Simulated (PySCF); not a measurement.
Molecule: SMILES C[Si](C)(C)[O][Al]([OH])[OH]. Atoms near the plane z = 0.0 Å, at the GFN2-xTB optimised geometry (x, y, z in Å): Si7 (-0.3, -0.7, 0.0), C9 (1.6, -0.7, 0.0), C10 (-0.9, 1.1, 0.0), H14 (2.0, -1.7, -0.1), H15 (2.0, -0.2, 0.9), H16 (2.0, -0.1, -0.9), H17 (-2.0, 1.1, -0.1), H18 (-0.6, 1.7, -0.8), H19 (-0.7, 1.6, 0.9).

Computed with CAM-B3LYP/def2-SVP (PySCF). Cells within 0.4 Å of a nucleus heavier than hydrogen are left out (blank, or x). The values are rescaled to run from 0 to 1.

```
|00000000000000000000000000000|
|00000000000000000000000000000|
|00000000000000000000000000000|
|00000000000000000000000000000|
|00000000000000000000000000000|
|00000000000000000000000000000|
|00000000001111000000000000000|
|00001344222332100000000000000|
|00004899754565210000000000000|
|00018999985366410000000000000|
|0003999999xxx5410000000000000|
|0002999999xxx6510000000000000|
|00017999986588720011110000000|
|00002688767999733334442100000|
|00000011137840037755664100000|
|0000000001311x50994x364200000|
|000000000110xxx099xxx54200000|
|0000000001103xx0994x275200000|
|00000000002200028778998610000|
|00000000001222123479999841000|
|00000000000111101279999961000|
|00000000000000000069999961000|
|00000000000000000039999830000|
|00000000000000000004887300000|
|00000000000000000000110000000|
|00000000000000000000000000000|
|00000000000000000000000000000|
|00000000000000000000000000000|
|00000000000000000000000000000|
```
Scale: ten equal steps from 0.000 (start of '0') to 1.00 (end of '9'), in the order '0123456789'; x runs from -4.50 to 4.50, y from -4.50 (bottom) to 4.50 (top).

Task: Which quantity is mapped?
(A) electron localisation function
(B) Laplacian of the electron density
(C) log10 of the electron density
(D) electrostatic potential

Result: A, electron localisation function
